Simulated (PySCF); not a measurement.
Compound: C8H13GeN.
Cartesian coordinates in Å at the PBE0-D3(BJ)/def2-SVP level; atoms count from 1:
```xyz
23
C8H13GeN angstrom
C     -1.803   -0.361    1.741
Ge    -1.110   -0.074   -0.064
C     -1.775    1.620   -0.775
C     -1.604   -1.555   -1.236
C      0.847    0.032    0.037
C      1.476    1.021    0.802
C      2.869    1.073    0.848
N      3.657    0.222    0.196
C      3.069   -0.722   -0.532
C      1.684   -0.858   -0.643
H     -1.482    0.451    2.411
H     -1.431   -1.312    2.149
H     -2.903   -0.388    1.735
H     -1.342    1.818   -1.766
H     -2.871    1.597   -0.870
H     -1.505    2.453   -0.109
H     -1.236   -2.513   -0.837
H     -1.189   -1.414   -2.245
H     -2.699   -1.619   -1.322
H      0.895    1.758    1.366
H      3.371    1.845    1.444
H      3.733   -1.416   -1.062
H      1.273   -1.661   -1.263
```

Method: PySCF, PBE0-D3(BJ)/def2-SVP geometry optimisation, gas phase.

Take the most abundant isotopes and a rigid rotor. 

(1) Give the principal moments of inertia and the rotational constants in MHz.

(2) Classify the top.

(3) What does the inertial defect say?

(4) Where do the levels up to J = 2 lie, in MHz?

(5) Which lines would a microwave search look for?

Results:

(1) Ia = 256.69, Ib = 818.27, Ic = 902.10 u·Å²; 505379 MHz·u·Å²/I gives A = 1969, B = 617.6, C = 560.2 MHz.

(2) A near-prolate asymmetric top; Ray's κ = -0.919.

(3) Not planar: Δ = Ic − Ia − Ib = -172.86 u·Å². For a rigid frame Δ = −2 Σ m c², so Σ m c² = 86.43 u·Å² lies off the ab plane: 24.90 from hydrogen and 61.53 from heavier atoms. The atom farthest from that plane is 2.51 Å away.

(4) Above 0(0,0):
J = 1: 1(0,1) 1178, 1(1,1) 2529, 1(1,0) 2586
J = 2: 2(0,2) 3532, 2(1,2) 4827, 2(1,1) 5000, 2(2,1) 9053, 2(2,0) 9055

(5) The dipole components are |μa| = 2.82 D, |μb| = 0.03 D, |μc| = 0.00 D. The squared components, which scale the intensities, stand as 1.00 : 0.00 : 0.00 (a : b : c). Some lines, for components of 0.1 D or more:

```tsv
type	branch	J(Ka,Kc)	MHz	lower level (cm⁻¹)
a	R	1(0,1) ← 0(0,0)	1178	0.000
a	R	2(1,2) ← 1(1,1)	2298	0.084
a	R	2(0,2) ← 1(0,1)	2354	0.039
a	R	2(1,1) ← 1(1,0)	2413	0.086
```

Stationary, but not proved a minimum. Zero-point vibration and centrifugal distortion are left out. A rigid rotor knows nothing of internal rotation, which can split or shift real lines. Quadrupole hyperfine structure (14N) is left out.
